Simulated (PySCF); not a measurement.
Correlation energy of P²⁺ (phosphorus, charge +2)

[Ne] 3s2 3p1, 2P determinant. Computed with PySCF 2.14 in x2c-TZVPPall (5s5p3d1f, 42 functions), with the spin-free X2C one-electron Hamiltonian (Gaussian nucleus). Frozen: 1s2; 11 electrons correlated.

```csv
level,correlation energy (mhartree)
CCSD,-222.83
(T),-2.71
CCSD(T),-225.54
```

Diagnostics: T1 = 0.0072, D1 = 0.0294, largest double amplitude 0.101.

Is a single reference adequate?

Mostly. T1 lies below 0.03, but a double amplitude of this size points to a near-degeneracy that CCSD handles and MP2 describes poorly.

This basis was not built for core-valence correlation, so the inner-shell part is incomplete.
